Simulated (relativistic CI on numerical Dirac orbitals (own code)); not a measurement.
# Magnetism of Eu⁴⁺, 4f5, in a crystal field

Calculated by Dirac-Coulomb-Breit CI, separate exchange-only KLI orbitals for each configuration, a model potential for QED, one configuration in a parametric crystal field, unscaled Slater integrals (own radial code). With so little scaling, terms lie 10 to 35 % too far apart, which can change the order of excited levels.

Field parameters in Wybourne normalisation. The field is a parameter set, without covalency.

S is read from ⟨S²⟩ = S(S + 1).

Powder χT (cm³ K mol⁻¹) by Van Vleck's formula, with temperature-independent terms:

```csv
Field,2 K,5 K,10 K,20 K,50 K,100 K,200 K,300 K
"D3d, B20 = 1360, B40 = -970, B43 = -2500, B60 = 110, B63 = -890, B66 = -800 cm⁻¹",0.0197,0.022,0.0258,0.0334,0.0564,0.0971,0.184,0.269
"D3h, B20 = 1300, B40 = -1130, B60 = -230, B66 = -170 cm⁻¹",0.0424,0.0445,0.0481,0.0552,0.0767,0.114,0.191,0.266
```

(1) For D3d, B20 = 1360, B40 = -970, B43 = -2500, B60 = 110, B63 = -890, B66 = -800 cm⁻¹: what effective moment follows at 300 K?

Results:

(1) μ_eff = √(8χT) = 1.47 μB. The LS value g√(J(J + 1)) of the free ion's ⁶H°5/2 level is 0.85 μB.
